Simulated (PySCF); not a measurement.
Molecule: `InChI=1S/C6H8N2/c7-8-6-4-2-1-3-5-6/h1-5,8H,7H2`.

Molfile (atoms numbered from 1):
```
C6H8N2
     RDKit          3D

 16 16  0  0  0  0  0  0  0  0999 V2000
   -2.7578   -0.6702   -0.2295 N   0  0  0  0  0  0  0  0  0  0  0  0
   -1.8983    0.3910   -0.0674 N   0  0  0  0  0  0  0  0  0  0  0  0
   -0.5286    0.2625    0.0003 C   0  0  0  0  0  0  0  0  0  0  0  0
    0.0886   -0.9904    0.1561 C   0  0  0  0  0  0  0  0  0  0  0  0
    1.4759   -1.0846    0.2444 C   0  0  0  0  0  0  0  0  0  0  0  0
    2.2788    0.0512    0.1795 C   0  0  0  0  0  0  0  0  0  0  0  0
    1.6679    1.2980    0.0236 C   0  0  0  0  0  0  0  0  0  0  0  0
    0.2873    1.4085   -0.0660 C   0  0  0  0  0  0  0  0  0  0  0  0
   -2.8162   -1.2203    0.6264 H   0  0  0  0  0  0  0  0  0  0  0  0
   -2.4525   -1.2898   -0.9830 H   0  0  0  0  0  0  0  0  0  0  0  0
   -2.2688    1.2831   -0.3661 H   0  0  0  0  0  0  0  0  0  0  0  0
   -0.5235   -1.8918    0.2128 H   0  0  0  0  0  0  0  0  0  0  0  0
    1.9332   -2.0700    0.3668 H   0  0  0  0  0  0  0  0  0  0  0  0
    3.3652   -0.0305    0.2485 H   0  0  0  0  0  0  0  0  0  0  0  0
    2.2790    2.2027   -0.0312 H   0  0  0  0  0  0  0  0  0  0  0  0
   -0.1790    2.3904   -0.1876 H   0  0  0  0  0  0  0  0  0  0  0  0
  1  2  1  0
  2  3  1  0
  3  4  2  0
  4  5  1  0
  5  6  2  0
  6  7  1  0
  7  8  2  0
  8  3  1  0
  1  9  1  0
  1 10  1  0
  2 11  1  0
  4 12  1  0
  5 13  1  0
  6 14  1  0
  7 15  1  0
  8 16  1  0
M  END
```

Geometry PBE0-D3(BJ)/def2-SVP throughout; GIAO in PySCF 2.14, gas phase, one conformer, non-relativistic; equivalent atoms averaged; functional PBE0.

(1) How do the absolute shieldings σ depend on the basis set? (a selection of nuclei; ppm; last column core-seconds on 1 thread of an Arm Neoverse V1, shared host)

(2) Which nucleus among those listed moves most, in ppm?

(3) Taking the largest basis, 6-311+G(2d,p) (264 functions), as the yardstick, rank the others by their worst heavy-atom deviation.

Results:

(1) 
| basis set | functions | N2 | N1 | C3 | C5/C7 | C4/C8 | H13/H15 | H12/H16 | H11 | H9/H10 | core-s |
| --- | --- | --- | --- | --- | --- | --- | --- | --- | --- | --- | --- |
| STO-3G | 48 | 237.3 | 253.8 | 117.6 | 124.0 | 137.7 | 25.83 | 26.81 | 28.98 | 30.82 | 4.6 |
| 6-31G | 88 | 179.8 | 211.5 | 57.6 | 73.9 | 94.6 | 25.44 | 26.38 | 28.56 | 30.43 | 9 |
| 6-31G* | 128 | 176.8 | 209.9 | 53.9 | 70.6 | 91.8 | 24.89 | 25.86 | 27.99 | 29.88 | 13 |
| 6-311+G(2d,p) | 264 | 161.0 | 199.1 | 32.8 | 53.1 | 76.1 | 24.10 | 24.87 | 26.93 | 28.95 | 38 |

(2) C3 (aromatic carbon bearing nitrogen): from 32.8 ppm with 6-311+G(2d,p) to 117.6 ppm with STO-3G. The smallest spread is 1.73 ppm, at H13/H15. Proton shifts span only some 12 ppm, so a few tenths of a ppm matter as much there as several ppm in carbon.

(3) 6-31G* 21.1 ppm (128 functions), 6-31G 24.8 ppm (88 functions), STO-3G 84.8 ppm (48 functions).

A small basis that lands close on one nucleus may do so by chance; judge by the trend and by all nuclei.
